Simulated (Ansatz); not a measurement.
`OB(F)O[SiH3]` + `NN[SiH3]` → `NN([SiH3])[SiH3]` + `OB(O)F`  (ligand exchange at the Si–O bond)

Program: Ansatz. Geometries: PBE0-D4/def2-TZVP. ΔE: electronic, gas phase. CBS: MP2 limit from def2 TZ/QZ plus the TZ coupled-cluster correction, frozen cores. Functionals use def2-TZVPP. One conformer a species, not always the lowest.

Problem. Is it downhill or uphill in electronic energy at CCSD(T)/CBS, and by how much? (Estimate.)

Solution. The calculation gave: Uphill: ΔE = +33.0 kJ/mol.

Problem. What do these levels give: LDA (SPW92), CAM-B3LYP-D4, ωB97M-V, revPBE, CCSD(T)/def2-SVP, MP2/CBS(def2)? (Estimate.)

Solution. Ansatz gave: LDA (SPW92) 28.3, CAM-B3LYP-D4 39.0, ωB97M-V 34.2, revPBE 32.9, CCSD(T)/def2-SVP 21.9, MP2/CBS(def2) 31.9 kJ/mol.

Problem. What do rigid-rotor, harmonic-oscillator terms from PBE0-D4/def2-TZVP frequencies (298.15 K, 1 bar) make of the CCSD(T)/CBS value? (Estimate.)

Solution. Computed: ΔZPE = +0.3 kJ/mol, ΔH = +31.6 kJ/mol, ΔS = -21 J/(mol·K), ΔG = +37.7 kJ/mol.

Largest T1 diagnostic among the species: 0.012.

At CCSD(T), def2-SVP lies −11.1 kJ/mol from the extrapolated value and def2-TZVPP −1.7 kJ/mol. From BLYP to BHLYP (50 % exact exchange), in def2-TZVPP and without D4, ΔE moves by +5.3 kJ/mol. The D4 term adds −6.1 kJ/mol with B3LYP and −3.3 kJ/mol with PBE0; it sums over pairs of atoms, weighted by their polarisabilities, and B3LYP, whose exchange is more repulsive, gets the larger term.

B3LYP here is the variant with VWN-RPA as its local correlation; programs differ in this.
